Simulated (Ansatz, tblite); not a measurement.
Removing an electron: GeS3⁻ (the lowest doublet isomer of a short search). Total charge -1; doublet. Geometry: PBE0-D4/def2-SVPD. Ansatz, gas phase; energy differences of separate SCF runs; the oxidised species is a triplet (the singlet lies 0.32 eV higher at PBE0-D4/def2-TZVPD).

Cartesian coordinates in Å:
```
Ge 0.1836 0.0263 -0.0400
S -1.0354 -1.7312 -0.0731
S -1.3387 1.3907 0.5895
S 2.1905 0.3142 -0.4764
```

The xTB rows come from tblite. HOMO above LUMO, or a gap near zero within one spin, warns that the state may not be the lowest or that an electron is smeared out. The structure comes from a short search, and lower isomers may exist.

| level | −HOMO (eV) | vertical IE (eV) | −LUMO (eV) | HOMO–LUMO gap (eV) | remarks |
| --- | --- | --- | --- | --- | --- |
| GFN1-xTB | – | 8.10 | – | – | – |
| GFN2-xTB | – | 8.84 | – | – | – |
| PBE-D4/def2-TZVPD | 1.55 | 4.07 | 0.76 | 0.79 | gap within one spin near zero (triplet) |
| r2SCAN-D4/def2-TZVPD | 1.75 | 4.22 | 0.70 | 1.05 | gap within one spin near zero (triplet) |
| PBE0-D4/def2-TZVPD | 2.60 | 4.36 | 0.06 | 2.54 | – |

  HOMO and LUMO are the levels of the spin that leaves or enters (xTB has no such levels and no spin-polarisation term). Other spin states of the ions may lie lower, which would lower the ionisation energy or raise the affinity. Raw xTB energy differences between charge states are shifted by several eV; the methods need an empirical correction for them.
